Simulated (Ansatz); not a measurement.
Energy needed to pull apart C2H8Sn (SMILES C[CH2][SnH3]), singlet, into free ground-state atoms, from the structure below (displaced at random from a GFN2-xTB minimum); no zero-point or spin–orbit terms; open-shell atoms are treated unrestricted, in their ground-state multiplicity.

```
11
angstrom
C -1.0736 1.0227 -0.2302
C -0.4411 -0.3605 -0.3928
Sn 1.4085 -0.7463 0.5541
H -1.1142 1.2097 0.8536
H -0.5126 1.7703 -0.7417
H -2.0920 1.0999 -0.6516
H -1.3692 -1.0456 0.0238
H -0.5018 -0.6905 -1.3721
H 1.2723 -0.2500 2.0794
H 2.4988 0.3083 -0.1951
H 1.8629 -2.3549 0.2314
```

Computed with Ansatz 0.2.0 (basis: def2-TZVPP); correlated methods freeze the cores. Filled d shells of the heavier atoms are correlated. Core potentials replace the inner electrons of the atoms past krypton. The def2 sets are not built for correlating such inner shells, so the correlated values are less sure here. B3LYP uses VWN-RPA correlation.

```tsv
method	atomization energy (kJ/mol)
PBE-D4	3517
r2SCAN-D4	3501
PBE0-D4	3495
B3LYP-D4	3502
r2SCAN0-D4	3478
wB97M-V	3510
HF	2609
MP2	?
CCSD	?
CCSD(T)	3453
```

Problem. What does MP2 give? (To be estimated.)

Solution. The calculation gives: 3424 kJ/mol, which is about 30 kJ/mol less than CCSD(T)/def2-TZVPP.

Problem. What does CCSD give? (An estimate is asked for; the value comes from the calculation.)

Solution. By the calculation: 3416 kJ/mol, which is about 37 kJ/mol less than CCSD(T)/def2-TZVPP.

In triple zeta the MP2 and coupled-cluster atomization energies are still short of their basis limit by a few kcal/mol a bond, whereas those of the functionals are nearly converged, so these differences are not deviations from converged CCSD(T).

No T1 diagnostic of these runs exceeds 0.012.

For scale, one of the runs: CCSD(T)/def2-TZVPP, 224 basis functions (an equivalent command: `ansatz run in.yaml --threads 8`). Time: 64 s of wall clock on 8 CPU threads; the host was shared. Peak host memory: 4 GiB.
